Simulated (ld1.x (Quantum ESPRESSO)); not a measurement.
**Reading a pseudo-wave (B (Z = 5))**

Columns: radius, all-electron u(r) and pseudo u(r) of the 2p shell (level -3.61 eV) of boron in the configuration [He] 2s2 2p1; PBE, scalar-relativistic, TM scheme, ld1.x (Quantum ESPRESSO) 7.5.

```csv
r (bohr),all-electron,pseudo
0.098,0.0262,0.0116
0.195,0.0835,0.0448
0.292,0.1530,0.0969
0.390,0.2255,0.1641
0.488,0.2947,0.2400
0.585,0.3574,0.3177
0.682,0.4129,0.3920
0.780,0.4614,0.4590
0.878,0.5033,0.5146
0.975,0.5385,0.5573
1.072,0.5672,0.5880
1.170,0.5899,0.6086
1.268,0.6066,0.6210
1.365,0.6180,0.6274
1.463,0.6247,0.6298
1.560,0.6272,0.6294
1.658,0.6261,0.6268
1.755,0.6219,0.6221
1.852,0.6152,0.6152
1.950,0.6061,0.6061
2.047,0.5954,0.5954
2.145,0.5830,0.5830
2.242,0.5695,0.5695
2.340,0.5550,0.5550
2.438,0.5398,0.5398
2.535,0.5242,0.5242
```

(1) How many radial nodes do the two functions have?

(2) At about which radius was the pseudo-wave matched?

(3) Where does each function peak?

(4) Is the pseudo-wave norm-conserving?

## Answers

(1) The all-electron 2p function has n − l − 1 = 0; the pseudo-wave has 0.

(2) 1.95 bohr. The columns agree to 0.0005 from 1.75 bohr on; several derivatives are matched, so the curves merge somewhat inside the radius.

(3) Outermost all-electron maximum near 1.56 bohr, pseudo maximum near 1.46 bohr (to the table’s step).

(4) Yes: the TM scheme keeps the norm inside the radius equal to the all-electron one, which fixes the energy derivative of the logarithmic derivative at the level.
